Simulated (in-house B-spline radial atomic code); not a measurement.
Kr3+ is squeezed into an impenetrable sphere of radius R (the orbitals vanish at R). Method: scalar-relativistic (X2C) Hartree-Fock, spin-polarised, averaged over the determinants with the given up and down occupations, Fermi nucleus of rms radius 4.1884 fm. Calculated with a B-spline radial code for spherical atoms.

Energies in eV above the free ion in [Ar] 3d10 4s2 4p3:

| R (bohr) | highest level (eV) | [Ar] 3d10 4s2 4p3 | [Ar] 3d10 4s1 4p4 | [Ar] 3d10 4s2 4p2 4d1 |
| --- | --- | --- | --- | --- |
| 7.63 | -51.2 | 1.425e-05 | 15.52 | 22.55 |
| 5.78 | -51.2 | 0.00316 | 15.52 | 22.62 |
| 4.68 | -51.1 | 0.09079 | 15.64 | 23.12 |
| 4.25 | -51 | 0.3175 | 15.93 | 23.81 |
| 3.38 | -49.4 | 3.524 | 19.68 | 29.42 |
| 3.19 | -48.5 | 5.829 | 22.28 | 32.7 |
| 2.61 | -41.7 | 26.06 | 44.35 | 57.76 |
| 2.16 | -26 | 82.28 | 103.8 | 120.6 |
| 1.62 | 37.8 | 354 | 383.5 | 403.4 |
| 1.58 | 47.3 | 397.6 | 428 | 447.7 |

**Question.** Does [Ar] 3d10 4s1 4p4 fall below [Ar] 3d10 4s2 4p3 under compression?

**Answer.** No, it stays above over the whole range.

**Question.** Does [Ar] 3d10 4s2 4p2 4d1 fall below [Ar] 3d10 4s2 4p3 under compression?

**Answer.** No, it stays above over the whole range.

The highest level is first positive in the row R = 1.62 bohr, pushed up by confinement above the zero of the free ion's potential. Each configuration is held fixed and needn't be the lowest in the sphere.
